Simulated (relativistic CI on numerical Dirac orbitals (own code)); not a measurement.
Method of calculation: Dirac-Coulomb-Breit CI, orbitals from a KLI potential per configuration, a model potential for QED, valence Slater integrals scaled by 0.85, P86 correlation estimate, and configurations built on the next ion tied to the tabulated ionisation energy (semi-empirical) (own radial code, finite nucleus).

CI space (outside the closed core [Xe] 4f14): 5d10 6s2, 5d10 6s 6d, 5d10 6s 7s, 5d10 6s 7p, 5d10 6s 6p, 5d10 6s 7d, 5d10 6s 8s, 5d10 6s 6f, 5d10 6s 7f, 5d10 6p2, 5d10 6d2, 5d10 5f2, 5d8 6s2 6p2, 5d10 6p 6d, 5d10 6s 5f, 5d9 6s2 5f, 5d9 6s2 6p, 5d9 6s 6p2, 5d10 5f 6p, 5d10 6f2, 5d9 6s2 5g, 5d10 6s 8p, 5d10 5g2, 5d10 6s 5g. Levels of other configurations are missing.

Configurations that consist of the next ion and one excited electron were tied to the tabulated ionisation energy; Rydberg ones are usually within 1,000 to 3,000 cm⁻¹ and the lowest ones within about 6,000 (9,000 in d shells), while levels on excited terms of the next ion carry the error of that term, and the other configurations can be misplaced by 10,000 cm⁻¹ or more. Rates follow the energies as ν³ (E1, M1) or ν⁵ (E2), so rates, branching and lifetimes can be off by large factors. The fine structure of a lone outer electron comes out too small, for d and f at times inverted, and misplaced configurations move strength between like terms. 19 of the 21 excited levels that our extract of the measured tables holds in this range could be paired (the sources list more); they are missed by 5994 cm⁻¹ on average and 8880 at most, and levels without a partner can miss by more.

Outline of the computed level scheme of Bi IV. Lowest level of each configuration: 5d10 6s2 1S_0 at 0.0000 eV; 5d10 6s 6p 3P°_0 at 9.6895 eV; 5d10 6p2 3P_0 at 20.5939 eV; 5d10 6s 6d 3D_1 at 25.3207 eV; 5d10 6s 7s 3S_1 at 25.3478 eV; 5d9 6s2 6p 3P°_2 at 25.6868 eV; 5d10 6s 7p 3P°_0 at 28.6293 eV; 5d10 6s 5f 3F°_3 at 29.8801 eV; 5d10 6s 8s 3S_1 at 33.8431 eV.

Some strong electric-dipole decays among the lowest 38 levels: 5d10 6s 6d 1D_2 → 5d10 6s 6p 1P°_1 (7.7e+09 s⁻¹); 5d10 6s 6p 1P°_1 → 5d10 6s2 1S_0 (7.0e+09 s⁻¹); 5d10 6s 7p 1P°_1 → 5d10 6s2 1S_0 (5.8e+09 s⁻¹); 5d10 6s 6d 3D_3 → 5d10 6s 6p 3P°_2 (4.9e+09 s⁻¹); 5d10 6s 6d 3D_1 → 5d10 6s 6p 3P°_0 (3.4e+09 s⁻¹); 5d10 6s 7s 3S_1 → 5d10 6s 6p 3P°_2 (3.2e+09 s⁻¹); 5d10 6s 6d 3D_1 → 5d10 6s 6p 3P°_1 (3.1e+09 s⁻¹); 5d10 6s 6d 3D_2 → 5d10 6s 6p 3P°_1 (2.9e+09 s⁻¹).

Rates of lines that live on the mixing of spin multiplicities can be off by large factors.

LS names give the leading component of a level, which can be under half, so a name can repeat, a term be missing and a line seem to break the LS rules.
